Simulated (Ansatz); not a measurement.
`[NH2][Ge]([OH])([F])[Cl]` from Hartree–Fock to CCSD(T)

Z-matrix (Å, degrees):
```
Ge
O 1 1.745
F 1 1.721 2 111.3
N 1 1.791 2 108.1 3 116.9
Cl 1 2.143 2 108.4 3 -113.8
H 2 0.961 1 112.6 3 85.0
H 4 1.010 1 115.2 2 57.4
H 4 1.010 1 115.2 2 -172.1
```

Total charge 0; spin multiplicity 1. Correlated methods include outer-core shells of Ge, which these sets cover unevenly. Scalar relativity is left out up to krypton. All single points use the PBE0-D4/def2-TZVP geometry. It is one conformer, not always the lowest. Frozen core, restricted reference, the Gaussian-basis code of Ansatz.

| basis | HF (Eh) | MP2 corr. |
| --- | --- | --- |
| def2-SVP | -2764.90559 | -0.90019 |
| def2-TZVPP | -2765.63159 | -1.13969 |
| def2-QZVPP | -2765.69775 | -1.48185 |

Estimate the CCSD correlation energy and the (T) correction in each basis where they were run (hartree).


```json
{"basis": "def2-SVP", "CCSD corr.": "-0.91834", "(T)": "-0.02089"}
{"basis": "def2-TZVPP", "CCSD corr.": "-1.15680", "(T)": "-0.04270"}
```
